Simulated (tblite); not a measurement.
Isomers of C6H18Si4. All values are computed: GFN2-xTB (tblite) harmonic vibrations without scaling, gas phase. This tight-binding method is rough: wavenumbers can miss measured ones by several per cent, in bad cases by 10 to 20. Modes of hydrogen on silicon can be 10 to 20 % off. One conformer each.

Electronic energies: GFN2-xTB at the same geometries; isomer energies are rough at this level and their order can be wrong.

| SMILES | electronic energy, lowest = 0 (kcal/mol) |
| --- | --- |
| C=C[Si]1(C(C)(C)C)[SiH2][SiH2][SiH2]1 | 5.4 |
| C=C(C)[SiH2][SiH2][Si@H]([SiH3])C(=C)C | 4.8 |
| CC(C)[Si@H]1[SiH2][Si@H](C2CC2)[SiH2]1 | 0.0 |

How do GFN2-xTB zero-point energies change the relative energies?

```tsv
SMILES	ZPE (kcal/mol)	of it from modes above 1550 cm⁻¹	electronic (kcal/mol)	with ZPE, lowest = 0 (kcal/mol)	lowest mode (cm⁻¹)	rings
CC(C)[Si@H]1[SiH2][Si@H](C2CC2)[SiH2]1	133.8	70.2	0.0	1.7	23	2
C=C(C)[SiH2][SiH2][Si@H]([SiH3])C(=C)C	127.3	73.1	4.8	0.0	12i	0
C=C[Si]1(C(C)(C)C)[SiH2][SiH2][SiH2]1	132.5	72.8	5.4	5.8	31	1
```

The zero-point energies span 6.5 kcal/mol, from `C=C(C)[SiH2][SiH2][Si@H]([SiH3])C(=C)C` to `CC(C)[Si@H]1[SiH2][Si@H](C2CC2)[SiH2]1`. Slightly imaginary modes are left out of the zero-point energy: `C=C(C)[SiH2][SiH2][Si@H]([SiH3])C(=C)C` 12.2i cm⁻¹. With it `C=C(C)[SiH2][SiH2][Si@H]([SiH3])C(=C)C` becomes the lowest.
